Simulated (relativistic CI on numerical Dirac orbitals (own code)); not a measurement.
## Slater and spin-orbit integrals, Tm II

Calculated at this level of theory: Dirac-Coulomb-Breit CI, separate exchange-only KLI orbitals for each configuration, model QED, valence Slater integrals scaled by 0.85, P86 correlation energy added to each configuration (own radial code, finite nucleus).

Slater integrals F^k, G^k are unscaled and averaged over j, outside the closed core [Xe]; ζ comes from projecting the Hamiltonian with its Breit term on Σ l·s of the shell.

- 4f13 6s: ζ(4f) = 2533.4, G^3(4f,6s) = 2367.2 cm⁻¹; <r>(4f) = 0.7974, <r^2>(4f) = 0.8749, <r>(6s) = 3.702, <r^2>(6s) = 15.5 (bohr units).
- 4f12 6s2: F^2(4f,4f) = 128860, F^4(4f,4f) = 80590, F^6(4f,4f) = 57910, ζ(4f) = 2639.3 cm⁻¹; <r>(4f) = 0.7493, <r^2>(4f) = 0.7368 (bohr units).
- 4f12 6s 5d: F^2(4f,4f) = 128410, F^4(4f,4f) = 80291, F^6(4f,4f) = 57690, ζ(4f) = 2650.3, G^3(4f,6s) = 2396.7, F^2(4f,5d) = 21680, F^4(4f,5d) = 10042, G^1(4f,5d) = 10142, G^3(4f,5d) = 7831.1, G^5(4f,5d) = 5867, G^2(6s,5d) = 22166, ζ(5d) = 689.01 cm⁻¹; <r>(4f) = 0.7523, <r^2>(4f) = 0.7462, <r>(6s) = 3.495, <r^2>(6s) = 13.76, <r>(5d) = 2.575, <r^2>(5d) = 8.058 (bohr units).

In this model ζ of a weakly bound d, f or g electron outside closed shells comes out too small, for d by up to a factor of two or three and at times with the wrong sign; that of an outer p electron is too small as well.

For a near-neutral ion this model can misplace configurations by up to about 10,000 cm⁻¹ (more where the count of f electrons changes) and terms by 10 to 25 % of their spread. Rates follow the energies as ν³ (E1, M1) or ν⁵ (E2), so they and the lifetimes can be off by large factors. The fine structure of a lone outer electron comes out too small, for d and f at times inverted, and misplaced configurations move strength between like terms. 6 of the 6 excited levels that our extract of the measured tables holds in this range could be paired (the sources list more); they are missed by 12914 cm⁻¹ on average and 26877 at most, and levels without a partner can miss by more. Some levels of the ground configuration have no partner and can miss by 10 % or more. The computed lowest level isn't the tabulated ground level, which NIST ASD gives as 4f13 (2F*<7/2>) 6s<1/2> (7/2,1/2)°4.

Averages of the first 10 configurations, taken without configuration mixing, which lowers the lowest level and can move excited configurations by several eV; other configurations of the list can lie among them:

```csv
Configuration,Parity,States,Average energy above the lowest level (eV)
4f13 6s,odd,28,2.1
4f12 6s2,even,91,2.8
4f12 6s 5d,even,1820,3.6
4f13 5d,odd,140,4.6
4f13 6p,even,84,5.3
4f12 5d2,even,4095,5.5
4f12 6s 6p,odd,1092,6.1
4f13 6d,odd,140,9.0
4f13 7s,odd,28,8.2
4f12 6p2,even,1365,10.8
```
